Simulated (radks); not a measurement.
Fractional charge and spin in the 6s shell of lutetium: the spin-up occupation runs from 0 to 1 and the spin-down occupation from 0 to 1; the fullest corner is Lu+, [Xe] 4f14 6s(up 1, down 1). All-electron calculation, scalar-relativistic Kohn-Sham, PBEsol, spin-polarised, spherical densities, finite nucleus; Fermi nuclear charge, rms radius of each element as measured or else 0.836 A^(1/3) + 0.57 fm. Program: a radial shooting solver on a logarithmic mesh with Libxc functionals. Energy (eV) above the fullest corner. The planes named below are the two flat planes that join the four corners, with an edge along up + down = one added electron.

\begin{tabular}{lrrr}
down \ up & 0 & 0.5 & 1 \\ \hline
0 & 35.216 & 23.822 & 14.006 \\
0.5 & 23.822 & 14.290 & 6.272 \\
1 & 14.006 & 6.272 & 0.000 \\
\end{tabular}

Corners above the fullest one (they belong to Lu2+ and the next ion): (up 1, down 0) 14.006 eV, (up 0, down 1) 14.006 eV, (up 0, down 0) 35.216 eV. With half an added electron in each spin the energy lies 0.284 eV from the planes (fractional-spin error, the static-correlation error of a stretched bond), and with half an added electron in spin up alone -0.789 eV (fractional-charge error). For a frontier s shell over closed shells the exact functional lies on the planes.
